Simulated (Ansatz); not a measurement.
Geometry optimisation, UKS B3LYP-D4/def2-SVP (Ansatz).

The input (input.yaml):

```yaml
crystal:
  periodic: [false, false, false]
  atoms:
    - { symbol: Zn, position_ang: [-0.016819, 0.060582, -0.320971] }
    - { symbol: Cl, position_ang: [-0.00885, 0.031878, 3.105816] }
    - { symbol: O, position_ang: [0.016084, -0.057934, -2.13764] }
    - { symbol: H, position_ang: [0.264849, -0.953956, -2.415301] }
    - { symbol: Cl, position_ang: [-0.000563, 0.00203, 5.170996] }
magnetization:
  spin_polarized: true
  initial_magnetization: 1
basis:
  gaussian: { orbitals: def2-SVP }
hamiltonian:
  xc: b3lyp
  dispersion: d4
relax:
  f_tol: 0.03
  max_steps: 50
```

Launched with:

```bash
$ ansatz run input.yaml --threads 2 --pin off --max-ram 3072MiB --backend cpu --events-out ev --progress --plain --runs-dir out
```

Where does it end, and by what steps?

The forces met the threshold. After 24 steps the energy has fallen by 2.783 eV; Cl5 moved furthest, 2.52 Å. Joined: Zn1–Cl2 (3.43 → 2.30 Å), Zn1–Cl5 (5.49 → 2.31 Å).

```
step  energy less start (eV)  largest force component (eV/Å)  accepted
   0                  0.0000                           1.137       yes
   1                 -0.1918                           1.322       yes
   2                 -0.4719                           2.324       yes
   3                 -1.0021                           3.325       yes
   4                 -1.5180                           2.626       yes
   5                 -1.8532                           1.476       yes
   6                 -1.9300                           0.672       yes
   7                 -1.9600                           0.152       yes
   8                 -1.9868                           0.146       yes
   9                 -2.0169                           0.256       yes
  10                 -2.0510                           0.204       yes
  11                 -2.0878                           0.170       yes
  12                 -2.1210                           0.094       yes
  13                 -2.1524                           0.116       yes
  14                 -2.1876                           0.149       yes
  15                 -2.2306                           0.198       yes
  16                 -2.2922                           0.255       yes
  17                 -2.3887                           0.395       yes
  18                 -2.5392                           0.544       yes
  19                 -2.7216                           0.406       yes
  20                 -2.7102                           0.943        no
  21                 -2.7771                           0.219       yes
  22                 -2.7592                           0.437        no
  23                 -2.7821                           0.079       yes
  24                 -2.7830                           0.007       yes
```

```xyz
5
Properties=species:S:1:pos:R:3
Zn 0.011 -0.040 0.705
Cl -0.461 1.660 2.174
O 0.098 -0.356 -1.052
H 0.352 -1.266 -1.257
Cl 0.254 -0.915 2.833
```

Whether the end is a true minimum wasn't checked by a vibrational analysis.

Run time: 53 s on 2 threads of Intel(R) Xeon(R) 6975P-C (Granite Rapids), with other jobs on the host, peak memory 0.31 GiB.
